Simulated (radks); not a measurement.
The numbers below are computed, except where a source is named.
Sn V, 46 electrons, occupied as [Kr] 4d10. Level of theory: non-relativistic Kohn-Sham, PBE, spin-polarised, spherical densities, point nucleus; relativity is left out, which matters for an element this heavy (a radial shooting solver on a logarithmic mesh with Libxc functionals).

Normalised radial functions P(r) = r R(r), r in bohr:

r              4p       4d
0.001142   0.0008   0.0000
0.001298   0.0010   0.0000
0.001487   0.0013   0.0000
0.00169    0.0016   0.0000
0.001921   0.0021   0.0000
0.002183   0.0027   0.0000
0.002501   0.0035   0.0000
0.002842   0.0045   0.0000
0.00323    0.0058   0.0000
0.003672   0.0074   0.0001
0.004207   0.0096   0.0001
0.004781   0.0122   0.0001
0.005434   0.0155   0.0002
0.006176   0.0196   0.0003
0.007075   0.0252   0.0004
0.008042   0.0317   0.0006
0.00914    0.0399   0.0009
0.01039    0.0499   0.0013
0.0119     0.0630   0.0020
0.01353    0.0781   0.0028
0.01537    0.0963   0.0040
0.01747    0.1179   0.0057
0.01986    0.1432   0.0080
0.02275    0.1745   0.0115
0.02586    0.2080   0.0161
0.02939    0.2450   0.0224
0.0334     0.2846   0.0308
0.03827    0.3280   0.0429
0.04349    0.3676   0.0581
0.04943    0.4027   0.0778
0.05618    0.4290   0.1031
0.06437    0.4415   0.1368
0.07316    0.4327   0.1760
0.08315    0.3980   0.2225
0.0945     0.3323   0.2760
0.1083     0.2255   0.3388
0.1231     0.0912   0.4005
0.1399    -0.0699   0.4601
0.159     -0.2454   0.5113
0.1821    -0.4271   0.5477
0.207     -0.5688   0.5554
0.2352    -0.6555   0.5283
0.2674    -0.6637   0.4588
0.3039    -0.5773   0.3427
0.3482    -0.3784   0.1694
0.3957    -0.1045  -0.0334
0.4497     0.2230  -0.2605
0.5111     0.5613  -0.4926
0.5856     0.8803  -0.7202
0.6656     1.0979  -0.8935
0.7564     1.2066  -1.0084
0.8597     1.2000  -1.0553
0.985      1.0847  -1.0314
1.119      0.9076  -0.9501
1.272      0.7019  -0.8278
1.446      0.5011  -0.6824
1.657      0.3195  -0.5219
1.883      0.1906  -0.3808
2.14       0.1030  -0.2599
2.432      0.0499  -0.1644
2.787      0.0201  -0.0918
3.167      0.0074  -0.0477
3.6        0.0023  -0.0221

4p: eigenvalue -129.14 eV, 2 radial nodes at r = 0.133, 0.413 bohr, <r> = 0.896 bohr, 90 % of the charge inside 1.32 bohr. 4d: eigenvalue -68.433 eV, 1 radial node at r = 0.388 bohr, <r> = 1.06 bohr, 90 % of the charge inside 1.63 bohr.
